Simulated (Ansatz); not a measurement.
Mulliken charges of `[CH3][InH][CH2]Br` from r2SCAN/def2-TZVPP in Ansatz (PBE0-D4/def2-TZVP geometry).

| atom | x (Å) | y (Å) | z (Å) | charge (e) |
| --- | --- | --- | --- | --- |
| C1 | -1.800 | 0.481 | 0.046 | -0.482 |
| In2 | -0.139 | -0.875 | 0.141 | 0.635 |
| C3 | 1.831 | 0.046 | 0.225 | -0.371 |
| Br4 | 2.036 | 0.209 | -1.735 | -0.159 |
| H5 | -2.679 | 0.009 | -0.393 | 0.089 |
| H6 | -2.055 | 0.820 | 1.053 | 0.079 |
| H7 | -1.524 | 1.353 | -0.548 | 0.091 |
| H8 | -0.168 | -2.593 | 0.045 | -0.137 |
| H9 | 2.671 | -0.558 | 0.558 | 0.128 |
| H10 | 1.910 | 1.058 | 0.612 | 0.127 |

By hand: the dipole of these point charges (1 e Å = 4.8032 D).

Σ q r = (-0.156, -0.231, 0.401) e Å, of length 0.488 e Å = 2.34 D.

How does the dipole of the full density compare? (Estimate.)

Computed: (-0.124, 0.071, 0.371) e Å, 1.91 D; the point charges give 1.23 times that, at 39° from its direction.

Point charges leave out the atoms' own dipoles, such as those of lone pairs, and Mulliken's split depends on the basis, so the two needn't agree.
